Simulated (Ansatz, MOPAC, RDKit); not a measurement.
Complex: H2O (SMILES O) (first 3 atoms) with SO2 (SMILES O=S=O); geometry from B3LYP-D3(BJ)/def2-TZVP, rigid monomers moved along the line of their centres of mass till O1···S5 is 3.11 Å.
(charge 0, multiplicity 1):
```csv
atom,x (Å),y (Å),z (Å)
O,0.5057,-0.0902,0.6105
H,0.6067,0.8503,0.4224
H,-0.3627,-0.3346,0.2694
O,-1.2588,-0.6379,3.5747
S,0.0935,-0.1552,3.6955
O,0.2933,1.2661,3.8231
```

Counterpoise-corrected where a basis set is named; no monomer relaxation. RDKit's UFF carries no charges.

Frozen-core correlation. The state that PM7 reach isn't checked; PM7 holds dispersion and hydrogen-bond terms.

Programs: Ansatz (Gaussian orbitals); MOPAC for PM7 (differences of heats of formation); RDKit for the force fields. Values without a source in brackets are computed.

Problem. Predict the interaction energy from UFF.

Solution. -2 meV

Problem. Give the interaction energy at the level PM7.

Solution. -125 meV

Problem. Give the interaction energy at the level MP2/aug-cc-pV(T+d)Z.

Solution. -155 meV

Ansatz is a quantum-chemistry and plane-wave program.
